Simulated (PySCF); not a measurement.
Isomers of H4B2Si. Gas-phase values, no solvent. One relaxed conformer stands for each flexible species; it need not be the lowest. Strings in code marks are SMILES.

The HOMO–LUMO gap from two functionals at the same geometries (B3LYP-D3(BJ)/def2-TZVP), both in PySCF: PBE-D3(BJ)/def2-TZVP and B3LYP-D3(BJ)/def2-TZVP. B3LYP has the VWN-RPA correlation part, as in Gaussian. 

```csv
species,PBE-D3(BJ)/def2-TZVP (eV)
`B1[SiH2]B1`,3.37
`BB=[SiH2]`,2.12
`B/[SiH]=B\[H]`,1.71
```

Problem. What does B3LYP-D3(BJ)/def2-TZVP give for each?

Solution. 
- `B1[SiH2]B1`: 4.64
- `BB=[SiH2]`: 3.42
- `B/[SiH]=B\[H]`: 3.10
Over these rows, drawn at random from the members with no instability flagged (it was tested for open shells, ions and some series alone), PBE minus B3LYP-D3(BJ): mean -1.32 eV, from -1.39 eV to -1.27 eV.
